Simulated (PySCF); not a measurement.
# Peak assignment

Numbering as in the mapped SMILES `[CH3:1][CH2:2][O:3]/[C:4]([O:5][CH3:6])=[C:7](/[CH3:8])[CH2:9][F:10]`; H(Xn) means a hydrogen on atom n.

- structure optimised with PBE0-D3(BJ)/def2-SVP
- NMR shieldings at PBE0/pcSseg-1/GIAO
- run in PySCF 2.14
- a single conformation, relativity neglected, rapidly exchanging positions averaged, gas phase

References, each an isolated molecule treated in the same way: TMS for 13C (σref 184.41) and 1H (σref 31.27).

**Question.** Assign these signals to the numbered atoms. 13C{1H} NMR (computed): δ 161.5, 104.1, 82.2, 65.1, 55.2, 14.6, 14.4.

**Answer.** 
```tsv
δ (ppm)	atoms	environment	reason
161.5	C4	alkene carbon bearing oxygen	an sp2 carbon further deshielded by the attached heteroatom
104.1	C7	β carbon of an enol-ether or enamine type C=C	the O or N lone pair pushes π density onto this β carbon and shields it
82.2	C9	allylic sp3 CH2 bonded to F	the inductive effect lowers its shielding
65.1	C2	sp3 CH2 bonded to O	pulled downfield by the heteroatom
55.2	C6	methyl carbon bonded to O	pulled downfield by the heteroatom
14.6	C1	methyl carbon	saturated and bonded to C and H only
14.4	C8	allylic methyl carbon	aliphatic region, no heteroatom directly attached
```

C1 and C8 lie closer than the usual error of such a calculation, so a measured spectrum could show them in the other order.

**Question.** Assign these signals to the numbered atoms. 1H NMR (500 MHz, computed): δ 4.91 (m, 2H), 3.62 (q, 2H), 3.40 (s, 3H), 1.86 (s, 3H), 1.25 (t, 3H).

**Answer.** 
4.91 → H(C9), hydrogen on an allylic sp3 CH2 bonded to F: its carbon carries F, which withdraws density
3.62 → H(C2), hydrogen on an sp3 CH2 bonded to O: its carbon carries O, hence the downfield position
3.40 → H(C6), hydrogen on a methyl carbon bonded to O: its carbon carries O, which withdraws density
1.86 → H(C8), hydrogen on an allylic methyl carbon: allylic position
1.25 → H(C1), hydrogen on a methyl carbon

Splittings by 19F in the carbon and heteronuclear signals aren't shown, as no couplings were computed. Shifts are as computed. Against solution values, carbons near 30 ppm lie about +2 ppm off and those near 130 ppm about +5 ppm. Of 1313 compounds with measured shifts, 239 miss one by over three times the rms of a fit or turn the order of signals round; such compounds aren't used in these exercises. No couplings were computed; multiplicities are counted from neighbouring protons, with m where these are inequivalent, close in shift, in a saturated or five-membered ring or joined by F or P, and br s for small geminal =CH2 splittings.
